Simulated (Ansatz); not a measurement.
Frontier orbitals of `C[CH](C)[In]([CH](C)C)[N](C)C`.

```xyz
30

C     2.993    0.263    0.574
C     1.694    0.028    1.336
C     1.763   -1.244    2.169
In   -0.011    0.055   -0.021
C    -1.357   -1.470   -0.806
C    -0.807   -2.880   -0.646
C    -2.740   -1.339   -0.181
N    -0.446    1.925   -0.710
C     0.251    3.112   -0.302
C    -1.487    2.207   -1.658
H     3.847    0.308    1.262
H     2.982    1.197    0.006
H     3.200   -0.547   -0.133
H     1.530    0.879    2.008
H     2.616   -1.215    2.861
H     1.893   -2.131    1.542
H     0.863   -1.399    2.770
H    -1.439   -1.244   -1.875
H     0.160   -3.010   -1.141
H    -1.495   -3.621   -1.075
H    -0.672   -3.145    0.407
H    -3.174   -0.347   -0.327
H    -2.719   -1.532    0.897
H    -3.437   -2.069   -0.617
H     1.033    2.879    0.425
H    -0.424    3.848    0.167
H     0.731    3.624   -1.152
H    -1.998    1.291   -1.967
H    -2.251    2.888   -1.245
H    -1.098    2.689   -2.570
```

The species carries charge 0 and has multiplicity 1. Correlated methods include outer-core shells of In, which these sets cover unevenly. In: def2 effective core potential. The geometry is a stationary point of PBE0-D4/def2-TZVP. It is one conformer, not always the lowest. Basis def2-TZVPP, Ansatz.

```tsv
functional	HOMO (eV)	LUMO (eV)	gap (eV)
PBE	-4.43	-1.35	3.08
revPBE	-4.35	-1.21	3.14
BLYP	-4.34	-1.28	3.06
B97M-V	-4.75	-1.43	3.32
PBE0	-5.57	-0.66	4.91
r2SCANh	-5.05	-0.88	4.17
HSE06 (plane-wave form)	-5.18	-1.02	4.16
BHLYP	-6.72	-0.05	6.67
ωB97M-V	-7.86	0.61	8.47
```

From PBE to PBE0 the HOMO moves by −1.14 eV and the LUMO by +0.69 eV, and with ωB97M-V by −3.43 and +1.96 eV, so the gap grows from 3.08 to 8.48 eV with exact exchange. A positive LUMO is unbound and depends on the basis.
